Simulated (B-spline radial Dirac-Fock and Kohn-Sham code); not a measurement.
# Form factor and incoherent scattering function of Fe²⁵⁺

System: iron as Fe²⁵⁺ in the configuration 1s1.

Input file task.json (cfg lists n, l and occupation; rrms is the nuclear radius in fm):

```json
{"items": [{
  "Z": 26,
  "q": 25,
  "cfg": [[1, 0, 1]],
  "A": 56,
  "rrms": 3.7377,
  "do": ["scatter"],
  "s": [0.0, 0.05, 0.1, 0.15, 0.2, 0.25, 0.3, 0.35, 0.4, 0.45, 0.5, 0.6, 0.7, 0.8, 0.9, 1.0, 1.1, 1.2, 1.4, 1.6, 1.8, 2.0, 2.5, 3.0, 3.5, 4.0, 5.0, 6.0],
  "pz": [0, 0.1, 0.14, 0.2, 0.28, 0.4, 0.57, 0.81, 1.1, 1.6, 2.3, 3.3, 4.6, 6.5, 9.3, 13.0, 19.0, 26.0, 37.0, 53.0, 75.0],
  "hv_scatter": [1000, 2000, 5000, 10000, 17479.3, 20000, 200000, 500000]
}]}
```

Command: `python xray_run.py task.json out`

Level of theory: Dirac-Fock orbitals of the configuration average with a finite nucleus; a radial atomic solver. f₀ is the Fourier transform of the spherical electron density, S the Waller-Hartree incoherent function, and s = sin θ/λ. The electron scattering factor follows from the Mott-Bethe formula f_e = 0.023934 Å⁻¹·(Z − f₀)/s².

| s (Å⁻¹) | f₀ | S | f_e (Å) |
| --- | --- | --- | --- |
| 0 | 1.000 | 0.000 | – |
| 0.05 | 1.000 | 0.000 | 239.341 |
| 0.1 | 1.000 | 0.001 | 59.836 |
| 0.15 | 0.999 | 0.001 | 26.594 |
| 0.2 | 0.999 | 0.003 | 14.960 |
| 0.25 | 0.998 | 0.004 | 9.574 |
| 0.3 | 0.997 | 0.006 | 6.649 |
| 0.35 | 0.996 | 0.008 | 4.885 |
| 0.4 | 0.995 | 0.010 | 3.740 |
| 0.45 | 0.994 | 0.013 | 2.956 |
| 0.5 | 0.992 | 0.016 | 2.394 |
| 0.6 | 0.989 | 0.023 | 1.663 |
| 0.7 | 0.984 | 0.031 | 1.222 |
| 0.8 | 0.980 | 0.040 | 0.936 |
| 0.9 | 0.975 | 0.050 | 0.739 |
| 1 | 0.969 | 0.062 | 0.599 |
| 1.1 | 0.962 | 0.074 | 0.495 |
| 1.2 | 0.955 | 0.087 | 0.416 |
| 1.4 | 0.940 | 0.116 | 0.306 |
| 1.6 | 0.923 | 0.148 | 0.234 |
| 1.8 | 0.904 | 0.183 | 0.185 |
| 2 | 0.883 | 0.220 | 0.150 |
| 2.5 | 0.827 | 0.317 | 0.096 |
| 3 | 0.764 | 0.416 | 0.067 |
| 3.5 | 0.699 | 0.511 | 0.049 |
| 4 | 0.634 | 0.597 | 0.038 |
| 5 | 0.511 | 0.739 | 0.024 |
| 6 | 0.404 | 0.837 | 0.017 |

f₀ starts at the number of electrons, 1, and has fallen to half at s ≈ 5.11 Å⁻¹. The sum of ⟨r²⟩ over the electrons is 0.004344 bohr². For an ion f_e diverges as s goes to zero, because of the net charge.

Values without a named source are computed, but for edge energies of neutral atoms, which are taken from tables.
